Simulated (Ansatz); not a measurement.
Cd₂N₂H₆⁻, that is (HCd-mu-NH2)2 with one electron more. Total charge -1; doublet. Geometry PBE-D4/def2-SVP, that of the neutral singlet.

```xyz
10

Cd    0.712    1.423   -0.595
H     1.305    2.907   -1.143
N     0.705    0.174    1.283
Cd   -0.929   -1.255    0.670
H    -1.951   -2.406    1.366
N    -0.559   -0.287   -1.334
H     0.553    0.684    2.166
H     1.606   -0.305    1.438
H    -0.044   -0.908   -1.979
H    -1.399   -0.028   -1.874
```

In the def2 sets Cd takes a core potential; there is no spin–orbit coupling. At PBE-D4/def2-TZVPD, r2SCAN-D4/def2-TZVPD, PBE0-D4/def2-TZVPD the highest occupied level of the charge -1 doublet lies above zero (up to 2.20 eV). By energy differences it is unbound by 0.37 eV (vertical, to the charge 0 singlet, at PBE-D4/def2-TZVPD) and held by the finite basis.

Task: Estimate the α-spin orbital energies around the gap (eV) in Ansatz with PBE-D4/def2-TZVPD, r2SCAN-D4/def2-TZVPD, PBE0-D4/def2-TZVPD.

Result: 
```json
{"orbital": "HOMO−5", "PBE-D4/def2-TZVPD": "-3.92", "r2SCAN-D4/def2-TZVPD": "-4.17", "PBE0-D4/def2-TZVPD": "-5.21"}
{"orbital": "HOMO−4", "PBE-D4/def2-TZVPD": "-2.97", "r2SCAN-D4/def2-TZVPD": "-3.27", "PBE0-D4/def2-TZVPD": "-4.15"}
{"orbital": "HOMO−3", "PBE-D4/def2-TZVPD": "-2.61", "r2SCAN-D4/def2-TZVPD": "-2.95", "PBE0-D4/def2-TZVPD": "-4.07"}
{"orbital": "HOMO−2", "PBE-D4/def2-TZVPD": "-1.64", "r2SCAN-D4/def2-TZVPD": "-1.87", "PBE0-D4/def2-TZVPD": "-2.91"}
{"orbital": "HOMO−1", "PBE-D4/def2-TZVPD": "-1.62", "r2SCAN-D4/def2-TZVPD": "-1.87", "PBE0-D4/def2-TZVPD": "-2.82"}
{"orbital": "HOMO", "PBE-D4/def2-TZVPD": "2.20", "r2SCAN-D4/def2-TZVPD": "2.18", "PBE0-D4/def2-TZVPD": "1.85"}
{"orbital": "LUMO", "PBE-D4/def2-TZVPD": "2.40", "r2SCAN-D4/def2-TZVPD": "2.62", "PBE0-D4/def2-TZVPD": "3.00"}
{"orbital": "LUMO+1", "PBE-D4/def2-TZVPD": "2.81", "r2SCAN-D4/def2-TZVPD": "3.04", "PBE0-D4/def2-TZVPD": "3.37"}
{"orbital": "LUMO+2", "PBE-D4/def2-TZVPD": "2.98", "r2SCAN-D4/def2-TZVPD": "3.04", "PBE0-D4/def2-TZVPD": "3.50"}
{"orbital": "LUMO+3", "PBE-D4/def2-TZVPD": "4.08", "r2SCAN-D4/def2-TZVPD": "4.32", "PBE0-D4/def2-TZVPD": "4.91"}
{"orbital": "LUMO+4", "PBE-D4/def2-TZVPD": "4.31", "r2SCAN-D4/def2-TZVPD": "4.72", "PBE0-D4/def2-TZVPD": "4.97"}
{"orbital": "LUMO+5", "PBE-D4/def2-TZVPD": "4.53", "r2SCAN-D4/def2-TZVPD": "4.82", "PBE0-D4/def2-TZVPD": "5.13"}
{"orbital": "β HOMO", "PBE-D4/def2-TZVPD": "-1.50", "r2SCAN-D4/def2-TZVPD": "-1.77", "PBE0-D4/def2-TZVPD": "-2.72"}
{"orbital": "β LUMO", "PBE-D4/def2-TZVPD": "2.47", "r2SCAN-D4/def2-TZVPD": "2.75", "PBE0-D4/def2-TZVPD": "3.07"}
```
